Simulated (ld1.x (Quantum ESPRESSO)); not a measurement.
**Configuration tests for gallium (TM)**

* Element: Ga
* Generator: ld1.x (Quantum ESPRESSO) 7.5
* Type: norm-conserving Troullier–Martins (Kleinman–Bylander form)
* Functional: PBE
* Relativity: non-relativistic
* Frozen core: [Ar] 3d10
* Valence charge: 3
* Reference configuration: 4s1 4p2
* Partial waves: 4s (bound): rc 2.05 bohr; 4p (bound): rc 2.50 bohr; 4d channel at -0.15 Ry: rc 2.05 bohr
* Local potential: all-electron potential smoothed inside 1.60 bohr (lloc = -1)
* Core correction: Bessel-smoothed model core inside 1.75 bohr

Energies are relative to the spin-unpolarised reference configuration 4s1 4p2; without spin polarisation the order of configurations can differ from experiment.

```csv
valence configuration,charge,ΔE all-electron (eV),error AE − PS (meV)
4s2 4p0,+1,-0.524,-5.3
4s1 4p0,+2,20.238,-69
4s1 4p1,+1,6.520,-6.6
4s0 4p3,0,6.514,-12
4s2 4p0.5,+0.5,-4.197,-7.9
```

What are ΔE and the potential's error for 4s2 4p1.3?

ΔE = -6.791 eV all-electron; the error (AE − PS) is -12 meV.

What are ΔE and the potential's error for 4s2 4p1?

ΔE = -6.246 eV all-electron; the error (AE − PS) is -11 meV.

Note: ghost state, extra bound levels that the all-electron valence spectrum of the same l lacks: d at -119.1 eV. A true bound ghost makes a file unfit for plane-wave use.
